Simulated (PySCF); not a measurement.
Coordinates in bohr (charge 0 multiplicity 1):
```
I    -0.8725    0.0000   -1.2194
S    -4.3647    0.0000    1.1731
Br    3.1717    0.0000    1.4858
```

All numbers come from PBE0/[I def2-TZVP with ECP28, S def2-TZVP, Br def2-TZVP], scalar-relativistic core potentials, density fitting, no spin–orbit coupling, PySCF.

This geometry of ISBr is a stationary point at this level.

(1) What is the point group?

(2) Is it a minimum?

(3) What are the dipole moment and the gap between the highest occupied and lowest empty levels?

(4) Give the ideal-gas entropy at 298.15 K and 1 bar by parts.

Results:

(1) Cs.

(2) Yes: all harmonic wavenumbers are real.

(3) 2.13 D and 2.53 eV.

(4) translation 177.1, rotation 118.5, vibration 26.0, spin 0.0; total 321.6 J/(mol K).

Only a few start shapes were tried, so a lower isomer may exist.
